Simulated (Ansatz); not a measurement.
`F[Si](F)(Cl)Cl` + `N[Si](F)([SiH3])Cl` → `N[Si](F)(F)Cl` + `F[Si]([SiH3])(Cl)Cl`  (redistribution)

Isolated molecules relaxed with PBE0-D4/def2-TZVP in Ansatz; ΔE leaves out vibrations. CCSD(T)/CBS adds triple-zeta CCSD(T) − MP2 to the extrapolated MP2 energy (def2 sets, frozen cores). This one scheme is used for every species. DFT in def2-TZVPP. B3LYP here is the variant with VWN-RPA as its local correlation; programs differ in this. HSE06 is defined as in plane-wave codes. One conformer a species, not always the lowest.

| level | ΔE (kJ/mol) | difference from CCSD(T)/CBS |
| --- | --- | --- |
| B97M-V | -13.8 | 1.2 |
| B3LYP-D4 | -15.8 | -0.8 |
| HSE06-D4 | -15.4 | -0.4 |
| BHLYP-D4 | -16.7 | -1.7 |
| PBE0 | -15.4 | -0.4 |
| HSE06 | -15.5 | -0.5 |
| SCS-MP2/def2-TZVPP | -14.7 | 0.3 |
| CCSD(T)/def2-TZVPP | -14.3 | 0.7 |
| HF/CBS(def2) | -16.8 | -1.8 |
| MP2/CBS(def2) | -15.4 | -0.4 |
| CCSD(T)/CBS | -15.0 | 0 |

Largest T1 diagnostic among the species: 0.011.

Leaving LDA and LC-ωPBE aside and taking each functional with its dispersion term where it has one, the values spread over 2.9 kJ/mol, from BHLYP-D4 to B97M-V.
